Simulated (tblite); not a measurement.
A geometry optimisation, step by step.

Species: C7H12Se.
Numbering: `[CH2:1]=[CH:2][CH2:3][Se:4][CH2:5][C:6](=[CH2:7])[CH3:8]` (hydrogens: H9, H10 on C1; H11 on C2; H12, H13 on C3; H14, H15 on C5; H16, H17 on C7; H18, H19, H20 on C8)

Computed with GFN2-xTB (tblite), gas phase: L-BFGS steps from a force-field or distance-geometry start until the largest atomic force falls under 0.01 eV/Å. 8 of its 208 geometries are shown.

Step 0: E = -658.0045 eV, largest atomic force 2.818 eV/Å
```
atom  x, y, z in Å  |  force x, y, z in eV/Å
C1      3.542    0.385    0.311    0.138  -0.515  -1.241
C2      3.143   -0.340   -0.759    1.390   1.687   1.778
C3      1.797   -0.941   -0.785    0.157  -0.998  -1.011
Se4     0.752   -0.515    0.786   -0.030  -0.565   1.354
C5     -0.681    0.727    0.473   -0.651   1.257  -0.836
C6     -1.970    0.077    0.068   -0.102  -1.433  -0.449
C7     -2.088   -1.250   -0.042   -0.029   0.494   0.025
C8     -3.128    0.984   -0.200   -0.735   0.387   1.065
H9      2.856    0.549    1.155    0.816   0.066  -0.526
H10     4.543    0.822    0.335   -0.517  -0.178   0.139
H11     3.867   -0.485   -1.574   -0.722  -0.138   0.228
H12     1.289   -0.723   -1.733   -0.228   0.037   0.208
H13     1.943   -2.053   -0.742   -0.329   0.536  -0.050
H14    -0.910    1.267    1.424    0.603  -0.232  -0.471
H15    -0.361    1.484   -0.313   -0.244  -0.634   0.826
H16    -3.038   -1.697   -0.315    0.336   0.015   0.072
H17    -1.238   -1.904    0.165   -0.602   0.165  -0.171
H18    -2.783    2.028   -0.096   -0.423  -0.393  -0.410
H19    -3.925    0.826    0.591    0.818   0.159  -0.761
H20    -3.614    0.771   -1.160    0.351   0.284   0.232
```

Step 30: E = -658.6163 eV, largest atomic force 0.066 eV/Å
```
atom  x, y, z in Å  |  force x, y, z in eV/Å
C1      3.690    0.471    0.261    0.016   0.051   0.039
C2      3.105   -0.262   -0.664    0.028   0.014  -0.025
C3      1.749   -0.881   -0.608   -0.014  -0.015   0.027
Se4     0.741   -0.626    1.079   -0.026   0.008  -0.027
C5     -0.687    0.592    0.458    0.040   0.004   0.015
C6     -1.986   -0.023    0.031    0.042   0.003  -0.023
C7     -2.193   -1.316   -0.144    0.001  -0.014  -0.003
C8     -3.082    0.987   -0.190   -0.014  -0.001   0.016
H9      3.204    0.702    1.194   -0.049  -0.022   0.022
H10     4.679    0.876    0.130   -0.001  -0.017  -0.033
H11     3.624   -0.480   -1.590    0.013  -0.002  -0.045
H12     1.120   -0.486   -1.410   -0.050  -0.020   0.030
H13     1.840   -1.962   -0.754   -0.019  -0.006   0.002
H14    -0.863    1.268    1.300   -0.012  -0.006  -0.004
H15    -0.256    1.182   -0.359    0.004  -0.022   0.052
H16    -3.154   -1.690   -0.456    0.008  -0.008  -0.007
H17    -1.429   -2.055    0.031    0.032   0.044  -0.001
H18    -2.698    2.004   -0.163    0.006  -0.006  -0.027
H19    -3.838    0.888    0.589    0.006   0.015   0.002
H20    -3.568    0.821   -1.149   -0.010   0.000  -0.010
```

Step 59: E = -658.6879 eV, largest atomic force 0.105 eV/Å
```
atom  x, y, z in Å  |  force x, y, z in eV/Å
C1      3.494    0.476    0.160    0.054   0.088   0.018
C2      2.804   -0.227   -0.716    0.029   0.057  -0.013
C3      1.545   -0.985   -0.453    0.039   0.012   0.000
Se4     0.731   -0.674    1.317   -0.062   0.077   0.033
C5     -0.632    0.612    0.702    0.071   0.018   0.030
C6     -1.807    0.011   -0.007   -0.002  -0.002   0.063
C7     -1.904   -1.263   -0.344   -0.036   0.004   0.012
C8     -2.905    0.991   -0.297   -0.065   0.024  -0.016
H9      3.188    0.572    1.191   -0.024  -0.048  -0.065
H10     4.396    0.999   -0.114   -0.021  -0.044  -0.008
H11     3.148   -0.293   -1.742   -0.044  -0.043  -0.005
H12     0.765   -0.717   -1.170    0.064  -0.011  -0.045
H13     1.725   -2.061   -0.541    0.043  -0.004   0.024
H14    -0.949    1.160    1.595   -0.054  -0.063  -0.016
H15    -0.119    1.326    0.046    0.028  -0.048   0.058
H16    -2.772   -1.637   -0.856   -0.054  -0.056  -0.047
H17    -1.146   -1.987   -0.100    0.005   0.004  -0.003
H18    -2.516    1.929   -0.691    0.033  -0.025   0.026
H19    -3.453    1.210    0.621    0.044   0.031  -0.030
H20    -3.601    0.569   -1.016   -0.049   0.028  -0.017
```

Step 89: E = -658.7158 eV, largest atomic force 0.104 eV/Å
```
atom  x, y, z in Å  |  force x, y, z in eV/Å
C1      3.452    0.545    0.111   -0.037  -0.027  -0.029
C2      2.744   -0.172   -0.740    0.010  -0.003  -0.009
C3      1.569   -1.037   -0.420    0.043   0.038  -0.020
Se4     0.726   -0.748    1.343   -0.035   0.040   0.035
C5     -0.659    0.540    0.788   -0.037  -0.044  -0.006
C6     -1.803   -0.009   -0.016   -0.069  -0.071   0.031
C7     -1.940   -1.279   -0.356   -0.001   0.032   0.001
C8     -2.822    1.040   -0.357    0.022   0.042  -0.015
H9      3.215    0.562    1.164   -0.026   0.033  -0.029
H10     4.289    1.142   -0.208    0.008  -0.032   0.021
H11     3.010   -0.197   -1.792   -0.012   0.049   0.017
H12     0.772   -0.884   -1.153    0.030  -0.048   0.009
H13     1.869   -2.090   -0.447   -0.033   0.033   0.001
H14    -1.050    0.965    1.717    0.073  -0.018   0.032
H15    -0.148    1.342    0.245    0.013  -0.040  -0.006
H16    -2.788   -1.634   -0.921    0.052   0.046   0.040
H17    -1.212   -2.020   -0.067   -0.042  -0.007  -0.029
H18    -2.352    1.859   -0.900   -0.018   0.019  -0.032
H19    -3.250    1.454    0.556    0.005  -0.019  -0.021
H20    -3.628    0.631   -0.962    0.052  -0.022   0.010
```

Step 118: E = -658.7611 eV, largest atomic force 0.060 eV/Å
```
atom  x, y, z in Å  |  force x, y, z in eV/Å
C1      3.016    0.815    0.117    0.010  -0.010  -0.028
C2      2.431    0.063   -0.794    0.008  -0.007   0.000
C3      1.583   -1.135   -0.525   -0.005  -0.023  -0.005
Se4     0.744   -1.199    1.258    0.021   0.012   0.020
C5     -0.547    0.254    0.946    0.020  -0.003   0.003
C6     -1.715   -0.087    0.067    0.021   0.000   0.008
C7     -2.191   -1.312   -0.084    0.004  -0.003   0.012
C8     -2.322    1.112   -0.600   -0.005   0.009   0.020
H9      2.889    0.612    1.169    0.003   0.026   0.018
H10     3.645    1.646   -0.148   -0.011   0.013   0.017
H11     2.570    0.271   -1.849   -0.012   0.007  -0.013
H12     0.763   -1.210   -1.246    0.015  -0.014  -0.002
H13     2.189   -2.044   -0.596   -0.036  -0.001  -0.003
H14    -0.897    0.557    1.937    0.000  -0.030  -0.005
H15     0.032    1.082    0.525   -0.011  -0.019   0.005
H16    -3.055   -1.515   -0.695    0.040   0.007   0.008
H17    -1.734   -2.159    0.403   -0.028   0.047  -0.024
H18    -1.654    1.501   -1.370   -0.001  -0.029   0.016
H19    -2.480    1.906    0.130   -0.031  -0.006  -0.023
H20    -3.273    0.854   -1.058   -0.003   0.026  -0.022
```

Step 148: E = -658.7795 eV, largest atomic force 0.074 eV/Å
```
atom  x, y, z in Å  |  force x, y, z in eV/Å
C1      2.592    0.994   -0.051    0.034   0.037  -0.036
C2      1.984    0.155   -0.868   -0.039   0.063   0.002
C3      1.458   -1.186   -0.488   -0.055  -0.039   0.020
Se4     0.803   -1.319    1.370    0.015   0.005  -0.008
C5     -0.569    0.103    1.251   -0.038   0.006   0.001
C6     -1.548   -0.097    0.132    0.054  -0.050  -0.003
C7     -2.185   -1.242   -0.057   -0.036   0.030   0.020
C8     -1.710    1.084   -0.777    0.029   0.008   0.010
H9      2.753    0.748    0.985   -0.001  -0.004   0.041
H10     2.957    1.950   -0.385    0.023   0.004   0.002
H11     1.828    0.424   -1.906    0.014  -0.026  -0.023
H12     0.619   -1.477   -1.125   -0.003   0.002  -0.017
H13     2.234   -1.951   -0.570    0.024  -0.015   0.008
H14    -1.066    0.084    2.224    0.004  -0.014  -0.019
H15    -0.030    1.049    1.149   -0.027  -0.068  -0.008
H16    -2.891   -1.377   -0.859   -0.007   0.025  -0.008
H17    -2.028   -2.092    0.587    0.024   0.035   0.027
H18    -0.837    1.161   -1.425    0.037   0.038  -0.024
H19    -1.774    2.006   -0.202   -0.032   0.022   0.022
H20    -2.595    0.995   -1.399   -0.020  -0.060  -0.007
```

Step 177: E = -658.8017 eV, largest atomic force 0.023 eV/Å
```
atom  x, y, z in Å  |  force x, y, z in eV/Å
C1      2.562    1.030   -0.101   -0.007   0.004   0.004
C2      1.970    0.176   -0.913    0.015   0.004  -0.004
C3      1.421   -1.156   -0.526    0.004   0.005  -0.012
Se4     0.840   -1.323    1.348   -0.003   0.005   0.020
C5     -0.588    0.058    1.311    0.005  -0.010  -0.007
C6     -1.527   -0.109    0.160   -0.008   0.011  -0.006
C7     -2.275   -1.194    0.018    0.011  -0.006   0.003
C8     -1.565    1.038   -0.804   -0.014  -0.004   0.004
H9      2.675    0.816    0.951   -0.002   0.000   0.000
H10     2.957    1.970   -0.446   -0.002  -0.011  -0.005
H11     1.867    0.405   -1.968    0.008   0.003  -0.010
H12     0.557   -1.420   -1.141   -0.004   0.008   0.001
H13     2.180   -1.934   -0.653    0.006  -0.006  -0.004
H14    -1.094   -0.061    2.270   -0.003   0.004   0.000
H15    -0.086    1.027    1.280   -0.006  -0.009   0.019
H16    -2.957   -1.315   -0.805   -0.006   0.005  -0.006
H17    -2.223   -2.005    0.726    0.001  -0.002   0.008
H18    -0.561    1.278   -1.151   -0.002  -0.001   0.011
H19    -1.967    1.922   -0.307    0.019   0.008  -0.010
H20    -2.192    0.808   -1.661   -0.012  -0.006  -0.008
```

Step 207: E = -658.8048 eV, largest atomic force 0.010 eV/Å
```
atom  x, y, z in Å  |  force x, y, z in eV/Å
C1      2.558    1.060   -0.102    0.005  -0.002   0.002
C2      2.025    0.186   -0.933    0.004   0.000   0.001
C3      1.412   -1.121   -0.556   -0.003   0.003   0.005
Se4     0.860   -1.308    1.324    0.001  -0.003   0.003
C5     -0.607    0.036    1.335   -0.001   0.000  -0.003
C6     -1.540   -0.120    0.179   -0.007  -0.006  -0.003
C7     -2.318   -1.186    0.051    0.007   0.004  -0.003
C8     -1.531    1.004   -0.812    0.006  -0.003  -0.001
H9      2.575    0.882    0.962    0.000   0.006   0.002
H10     3.003    1.978   -0.446   -0.002   0.002   0.000
H11     2.023    0.376   -2.001   -0.002  -0.004  -0.001
H12     0.522   -1.326   -1.158   -0.001  -0.005  -0.002
H13     2.126   -1.935   -0.720   -0.001   0.004  -0.003
H14    -1.109   -0.136    2.289    0.003  -0.002   0.001
H15    -0.136    1.020    1.343    0.000   0.000   0.000
H16    -2.994   -1.304   -0.778   -0.003   0.002   0.001
H17    -2.299   -1.982    0.777    0.002   0.005   0.001
H18    -0.515    1.201   -1.154   -0.004  -0.004   0.000
H19    -1.903    1.915   -0.343   -0.002   0.004   0.009
H20    -2.159    0.774   -1.669   -0.001   0.000  -0.006
```

**Question.** Summarise the path.

**Answer.** The energy falls by 0.8003 eV from step 0 to step 207; nine tenths of that is first reached at step 95. It rises by more than 0.2 meV at step 140. The largest force goes from 2.818 to 0.010 eV/Å. Among the bonds Se4–C5 changes most, from 1.921 to 1.989 Å; the atoms move by 1.450 Å rms after alignment.

The cost below is that of the whole relaxation. The run took 1.3 s wall on one thread of an Arm Neoverse V2, shared host with 32 logical CPUs at a one-minute load of 17.
